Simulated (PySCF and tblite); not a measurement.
C4H5F3O, numbered as in [CH3:1][C:2](=[O:3])[CH2:4][C:5]([F:6])([F:7])[F:8]. Conformers came from 60 starts (ETKDG and KDG, MMFF94s, GFN2-xTB); geometries are GFN2-xTB. Free energies are PBE0-D3(BJ)/pcSseg-1 single points with GFN2-xTB rigid-rotor and vibrational terms (modes under about 100 cm⁻¹ blended into free rotors). Symmetry numbers and mirror images are counted. Conformers within 3 kcal/mol (GFN2-xTB free energy) were kept, 4 at most. GIAO shieldings: PBE0/pcSseg-1. Couplings: B3LYP/6-31G* with pcJ-1 on H, F (gas phase; spin-dipole term only for pairs with B, N, F, Si or P). H–H couplings come out 0.1 to 0.9 Hz lower than with pcJ-1 on all atoms. Shifts are against TMS (¹H), TMS (¹³C), CFCl3 (¹⁹F) at the same level. Run with PySCF (density fitting) and tblite.

Torsions listed: O3–C2–C4–C5. Of a mirror pair one member is shown.

Two conformers hold nearly all the population. I: -138°; δ(H1) = 2.43 ppm. II: -16°; δ(H1) = 2.17 ppm. The average over the ensemble at 298.15 K is 2.34 ppm.

Question: What populations and free-energy difference follow from a two-state model?

Answer: p(I) = (2.34 − 2.17)/(2.43 − 2.17) = 0.65, so K = p(II)/p(I) = 0.53 and G(II) − G(I) = −RT ln K = 0.38 kcal/mol. The weights computed directly are 65.1 % and 34.9 %.


Conformer gaps in pcSseg-1 on xTB geometries can be 2 kcal/mol off for S=O, P=O and other polar bonds.